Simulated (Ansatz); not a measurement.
`BC1C=N1` + `B[SiH2]O` → `B[SiH](B)O` + `C1=NC1` at 500 K and 1 bar (formal exchange of groups at a B–C bond).

Isolated molecules relaxed with PBE0-D4/def2-TZVP in Ansatz; ΔE leaves out vibrations. CBS: MP2 limit from def2 TZ/QZ plus the TZ coupled-cluster correction, frozen cores. One conformer a species, not always the lowest.

```csv
species,CCSD(T)/CBS energy (Eh),H − E (kJ/mol),S (J/(mol·K))
`BC1C=N1`,-157.89968,178.6,322.9
`B[SiH2]O`,-392.05150,169.7,351.6
`B[SiH](B)O`,-417.41590,212.7,407.5
`C1=NC1`,-132.51911,141.1,274.3
```

H − E and S are ideal-gas, rigid-rotor, harmonic terms from PBE0-D4/def2-TZVP, for one conformer and one mirror image of each species. 1 Eh = 2625.50 kJ/mol, R = 8.31446 J/(mol·K).

By hand: ΔE, ΔH, ΔS and ΔG.

ΔE = (-417.41590) + (-132.51911) − (-157.89968) − (-392.05150) = 0.01617 Eh = 42.5 kJ/mol. Δ(H − E) = 212.7 + 141.1 − 178.6 − 169.7 = 5.5, so ΔH = 48.0 kJ/mol. ΔS = 407.5 + 274.3 − 322.9 − 351.6 = 7.3 J/(mol·K). ΔG = 48.0 − 500 × (7.3)/1000 = 44.4 kJ/mol.

By hand: the equilibrium constant, and the temperature at which ΔG would vanish if ΔH and ΔS stayed fixed.

log₁₀ K = −ΔG/(RT ln 10) = -4.6. ΔG = 0 at ΔH/ΔS = 6575 K, far beyond where these terms or the molecules hold.

The number of gas molecules stays the same, so ΔS is small and ΔH decides. A doubt of 5 kJ/mol in ΔE shifts log₁₀ K by 0.5 here. Other conformers and mirror images would add mixing entropy, several J/(mol·K) or more a flexible species. These are equilibria of isolated gas molecules and say nothing of rates. Largest T1 diagnostic: 0.014 (customary marks: 0.02 for closed shells, 0.045 for open ones).
